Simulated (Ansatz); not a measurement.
A series at Ti: from titanium tetrachloride, ligands are replaced one by one, each step taking up H–F and setting free HCl; n counts the steps. Ansatz, PBE0-D4/def2-TZVP geometries.

```tsv
n	molecule	zero-point energy, PBE0-D4/def2-TZVP (kJ/mol)
0	`[Cl][Ti]([Cl])([Cl])[Cl]`	15.3
1	`[F][Ti]([Cl])([Cl])[Cl]`	17.8
2	`[F][Ti]([F])([Cl])[Cl]`	20.3
3	`[F][Ti]([F])([F])[Cl]`	22.8
4	`[F][Ti]([F])([F])[F]`	?
```

Problem. By hand: fit a straight line y = ȳ + b (n − n̄) to the 4 given rows and predict n = 4.

Solution. n̄ = 1.500, ȳ = 19.05; Σ(n − n̄)(y − ȳ) = 12.50, Σ(n − n̄)² = 5.000, so b = 2.50 kJ/mol a step. Prediction: 19.05 + (2.50) × (2.500) = 25.3 kJ/mol.

Problem. By hand: compare with the computed value, 25.2 kJ/mol, and give the steps along the whole series.

Solution. The line misses by -0.1 kJ/mol (computed minus predicted). Steps: 2.5, 2.5, 2.5, 2.4 kJ/mol.

The steps differ by at most 0.1 kJ/mol, 4.0 % of a mean step, so the ligands' effects nearly add and a line is close. The miss is 1.0 % of the series' range.
